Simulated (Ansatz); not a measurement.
Born–Oppenheimer molecular dynamics of Cl2GeH2O2 (7 atoms, charge 0, multiplicity 1). It starts from a relaxed structure.

Computed with Ansatz 0.2.0, RKS B3LYP-D4/def2-SVP.

| Item | Value |
| --- | --- |
| ensemble | NVE (velocity Verlet) |
| time step | 1 fs |
| steps asked | 500 |
| starting velocities drawn for | 500 K |
| seed | 431684 |

Frames 20 fs apart, positions in Å, forces in eV/Å.

Velocities at 20 fs (Å/ps):

```
Ge -1.64 -0.03 0.21
O 1.46 -4.86 1.15
H 29.98 4.43 19.99
O 2.62 1.73 0.40
H -8.81 29.11 1.12
Cl 1.06 0.84 -2.04
Cl -0.15 -0.32 0.30
```

```xyz
7
Properties=species:S:1:pos:R:3:forces:R:3 time_fs=20 energy_less_start_eV=0.160 T=263
Ge -0.103 -0.058 -0.081 -0.11 0.15 -0.15
O 0.174 -0.256 1.650 -1.26 0.70 1.16
H -0.569 -0.028 2.285 1.15 -0.39 -1.19
O 1.516 -0.041 -0.742 1.29 -0.20 1.08
H 2.176 -0.049 0.014 -0.98 -0.05 -1.20
Cl -0.972 1.788 -0.833 -0.11 -0.33 0.37
Cl -1.282 -1.732 -0.748 0.02 0.13 -0.08
7
Properties=species:S:1:pos:R:3:forces:R:3 time_fs=40 energy_less_start_eV=0.255 T=112
Ge -0.124 -0.055 -0.076 1.17 -0.12 -0.21
O 0.210 -0.316 1.650 0.41 -0.10 -1.01
H -0.349 0.157 2.243 -0.90 0.63 0.99
O 1.536 -0.032 -0.717 -1.22 -0.74 -0.95
H 2.119 0.347 -0.075 0.73 0.37 0.85
Cl -0.959 1.789 -0.851 -0.25 -0.19 0.45
Cl -1.282 -1.731 -0.747 0.06 0.15 -0.12
7
Properties=species:S:1:pos:R:3:forces:R:3 time_fs=60 energy_less_start_eV=0.135 T=292
Ge -0.103 -0.058 -0.080 -0.39 -0.08 0.09
O 0.168 -0.244 1.646 0.00 0.32 0.30
H -0.453 0.106 2.300 -0.12 -0.01 -0.22
O 1.504 -0.083 -0.732 0.53 -0.28 -0.42
H 2.107 0.339 -0.107 0.22 -0.01 0.07
Cl -0.971 1.770 -0.824 -0.25 0.03 0.29
Cl -1.277 -1.716 -0.759 0.02 0.03 -0.11
7
Properties=species:S:1:pos:R:3:forces:R:3 time_fs=80 energy_less_start_eV=0.102 T=351
Ge -0.079 -0.065 -0.085 1.04 0.14 -0.22
O 0.097 -0.079 1.683 -1.74 -0.09 0.14
H -0.837 -0.124 2.051 1.53 0.08 -0.25
O 1.549 -0.182 -0.804 0.49 0.28 1.18
H 2.279 0.045 -0.157 -1.20 -0.32 -0.88
Cl -1.009 1.752 -0.764 -0.06 0.03 0.05
Cl -1.270 -1.698 -0.782 -0.06 -0.12 -0.02
7
Properties=species:S:1:pos:R:3:forces:R:3 time_fs=100 energy_less_start_eV=0.187 T=218
Ge -0.029 -0.065 -0.096 -1.73 0.14 0.23
O -0.018 0.074 1.657 1.94 0.33 -0.75
H -0.737 -0.246 2.168 -1.32 -0.62 0.58
O 1.524 -0.291 -0.822 -0.31 0.08 -0.79
H 2.231 -0.283 -0.196 1.09 0.05 0.83
Cl -1.052 1.738 -0.701 0.25 0.01 -0.25
Cl -1.267 -1.690 -0.807 0.09 0.01 0.14
7
Properties=species:S:1:pos:R:3:forces:R:3 time_fs=120 energy_less_start_eV=0.242 T=127
Ge -0.034 -0.059 -0.106 0.34 0.10 -0.39
O -0.027 0.159 1.651 -0.05 -0.96 -0.05
H -0.696 -0.475 1.971 0.22 0.24 0.36
O 1.574 -0.375 -0.818 -0.64 0.35 0.34
H 2.279 -0.415 -0.154 -0.06 0.11 0.05
Cl -1.073 1.729 -0.664 0.19 0.25 -0.51
Cl -1.257 -1.684 -0.817 -0.01 -0.08 0.20
7
Properties=species:S:1:pos:R:3:forces:R:3 time_fs=140 energy_less_start_eV=0.211 T=184
Ge -0.048 -0.052 -0.122 -0.86 -0.23 0.90
O 0.025 0.100 1.639 -0.24 -0.80 0.87
H -0.429 -0.531 2.262 0.54 0.72 -1.22
O 1.544 -0.383 -0.745 1.52 0.48 0.84
H 2.247 -0.207 -0.052 -1.04 -0.19 -1.04
Cl -1.071 1.744 -0.678 0.22 0.20 -0.33
Cl -1.248 -1.687 -0.809 -0.14 -0.18 -0.01
7
Properties=species:S:1:pos:R:3:forces:R:3 time_fs=160 energy_less_start_eV=0.166 T=252
Ge -0.087 -0.051 -0.110 0.64 0.18 -0.32
O 0.127 0.005 1.636 0.15 1.15 -0.45
H -0.249 -0.790 1.966 -0.61 -1.37 1.05
O 1.568 -0.328 -0.688 -1.20 -0.39 -0.99
H 2.162 0.186 -0.159 0.88 0.64 0.67
Cl -1.046 1.777 -0.728 0.20 -0.13 -0.03
Cl -1.252 -1.707 -0.798 -0.06 -0.07 0.05
7
Properties=species:S:1:pos:R:3:forces:R:3 time_fs=180 energy_less_start_eV=0.148 T=272
Ge -0.105 -0.051 -0.094 0.54 -0.30 0.65
O 0.143 -0.107 1.670 -0.44 0.12 -0.03
H -0.053 -0.924 2.167 -0.07 0.34 -0.56
O 1.541 -0.213 -0.709 -0.31 -0.20 -0.55
H 2.156 0.430 -0.337 0.04 0.15 0.15
Cl -0.999 1.799 -0.780 0.11 -0.32 0.30
Cl -1.262 -1.734 -0.784 0.13 0.20 0.03
7
Properties=species:S:1:pos:R:3:forces:R:3 time_fs=200 energy_less_start_eV=0.174 T=240
Ge -0.100 -0.059 -0.063 -0.13 0.24 -1.06
O 0.066 -0.148 1.673 -0.58 -1.31 0.71
H -0.210 -1.075 1.927 0.37 1.28 -0.04
O 1.481 -0.099 -0.827 1.09 0.80 0.61
H 2.048 0.614 -0.410 -0.71 -1.07 -0.69
Cl -0.942 1.790 -0.803 -0.20 -0.11 0.37
Cl -1.260 -1.743 -0.764 0.17 0.18 0.10
7
Properties=species:S:1:pos:R:3:forces:R:3 time_fs=220 energy_less_start_eV=0.228 T=157
Ge -0.093 -0.062 -0.067 0.62 -0.05 0.13
O -0.054 -0.174 1.714 0.95 1.98 -1.29
H -0.402 -0.964 2.076 -0.71 -1.57 0.47
O 1.460 -0.047 -0.936 -1.05 -1.63 0.17
H 2.058 0.645 -0.705 0.71 1.04 0.43
Cl -0.908 1.772 -0.786 -0.50 0.39 0.24
Cl -1.240 -1.735 -0.738 -0.01 -0.16 -0.16
7
Properties=species:S:1:pos:R:3:forces:R:3 time_fs=240 energy_less_start_eV=0.144 T=278
Ge -0.067 -0.064 -0.076 -0.90 0.03 -0.49
O -0.128 -0.130 1.666 0.03 -0.33 0.54
H -0.673 -0.896 1.938 0.31 0.39 -0.04
O 1.440 -0.121 -0.944 0.68 -0.01 0.27
H 1.829 0.766 -0.900 0.22 -0.07 -0.20
Cl -0.922 1.790 -0.744 -0.22 0.24 0.09
Cl -1.222 -1.742 -0.726 -0.13 -0.24 -0.17
```

Of the whole run (500 fs, mean temperature of the second half 263 K): The conserved energy stayed within 1.2 meV per atom of its start (net change 0.32 meV per atom), so the integration is sound. Over the second half the temperature averaged 0.53 of the 500 K drawn at the start: a run that starts near a minimum puts about half its kinetic energy into the potential. A run of 0.5 ps of so small a system gives no equilibrium averages.

Time of the run: 12 min on 4 threads of Arm Neoverse V1 (shared host), peak memory 0.27 GiB.
